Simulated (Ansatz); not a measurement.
```yaml
crystal:
  periodic: [false, false, false]
  atoms:
    - {symbol: C, position_ang: [-0.408385, 0.953294, -0.328210]}
    - {symbol: In, position_ang: [0.381511, -0.903314, 0.311110]}
    - {symbol: F, position_ang: [1.933075, -1.179293, 1.447470]}
    - {symbol: F, position_ang: [-0.303135, -2.668562, -0.124770]}
    - {symbol: H, position_ang: [-1.376271, 0.788593, -0.797049]}
    - {symbol: H, position_ang: [-0.509304, 1.610158, 0.534346]}
    - {symbol: H, position_ang: [0.282510, 1.399115, -1.042899]}
basis:
  gaussian: {orbitals: def2-TZVPP}
hamiltonian: {xc: {name: HF}}
correlation: {method: mp2, frozen_orbitals: {C: 9}}
output: {forces: true}
```

```sh
$ ansatz run in.yaml --threads 4 --pin off --events-out ev --progress --plain --max-ram 10444MiB
```

Shortened log:

```
Functional definition: HF
Error: "frozen_orbitals" has no count for In
```

Question: What is wrong with this run?

Answer: Frozen orbitals are typed for one element alone, and the program wants a count for each. The input was rejected before any iteration.
